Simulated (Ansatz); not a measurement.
Basis-set extrapolation for CCl2FNSi (`N#C[Si](F)(Cl)Cl`) (PBE0-D4/def2-TZVP geometry, frozen core, Ansatz). Multiplicity 1, RHF reference.

```tsv
	def2-TZVPP	def2-QZVPP
HF	-1399.988805	-1400.031828
MP2 correlation	-1.063242	-1.158548
CCSD(T) correlation	-1.141852	not run
```

Energies in hartree. Use E(X) = E(∞) + A·exp(−7.88·√X) for Hartree–Fock and E(X) = E(∞) + B·X^(−2.97) for correlation, with X = 3 and 4, and add CCSD(T) minus MP2 of the smaller set to the MP2 limit.

Task: What is the CCSD(T) energy at the basis-set limit?

Result: HF limit: -1400.031828 + (-0.043023) × 0.13774 = -1400.03775. MP2 limit: -1.158548 + (-0.095306) × 0.74074 = -1.22914. Higher-order term: -1.141852 − (-1.063242) = -0.07861. Total: -1401.34550 hartree, 564.1 kJ/mol below CCSD(T)/def2-TZVPP.
